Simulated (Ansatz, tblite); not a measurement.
Cost and result up the ladder for the cluster B₄H₃ (7 atoms). Charge 0, multiplicity 2. Geometry: B3LYP-D4/def2-TZVP.

```tsv
atom	x (Å)	y (Å)	z (Å)
B1	0.2029	-0.4986	-0.8726
B2	0.7397	-1.2465	0.3372
B3	-0.1153	0.2830	0.4954
B4	-0.5557	0.7935	-1.1298
H5	1.2095	-1.9366	1.1603
H6	-0.3489	0.8568	1.4995
H7	-1.1323	1.7484	-1.4900
```

Ansatz on 4 threads of Arm Neoverse V1 on a shared host; xTB runs through tblite on one thread. Times are rough, summed over both states, and most runs start from the orbitals of an earlier one. No level here is sound enough to serve as a yardstick. The other state is a singlet.

The xTB rows come from tblite. Correlated methods freeze 4 core orbitals. The structure comes from a short search, and lower isomers may exist.

Run but left out: HF/def2-TZVPP (charge +1 singlet: restricted singlet, unstable towards broken spin symmetry).

Correlated methods converge slowly with the basis.

Raw xTB energies of ions are shifted by several eV, and xTB has no spin-polarisation term.

```tsv
level	functions	vertical IE (eV)	remarks
GFN2-xTB	19	12.31	–
PBE0-D4/def2-TZVP	142	9.71	restricted SCF unstable in HF (+1 singlet)
PBE-D4/def2-TZVP	142	9.56	restricted SCF unstable in HF (+1 singlet)
r2SCAN-D4/def2-TZVP	142	9.73	restricted SCF unstable in HF (+1 singlet)
CCSD(T)/def2-TZVPP	166	9.36	large T1 (0.021) (+1 singlet), restricted SCF unstable (+1 singlet), spin-contaminated (⟨S²⟩ 0.85) (doublet)
GFN1-xTB	22	13.45	–
```

(1) Estimate how long each takes.

Results:

(1) GFN1-xTB 0.005 s; GFN2-xTB 0.005 s; PBE-D4/def2-TZVP 1.9 s; PBE0-D4/def2-TZVP 2.9 s; r2SCAN-D4/def2-TZVP 4.2 s; CCSD(T)/def2-TZVPP 49 s. On shared hardware such times vary by a factor of up to 3.
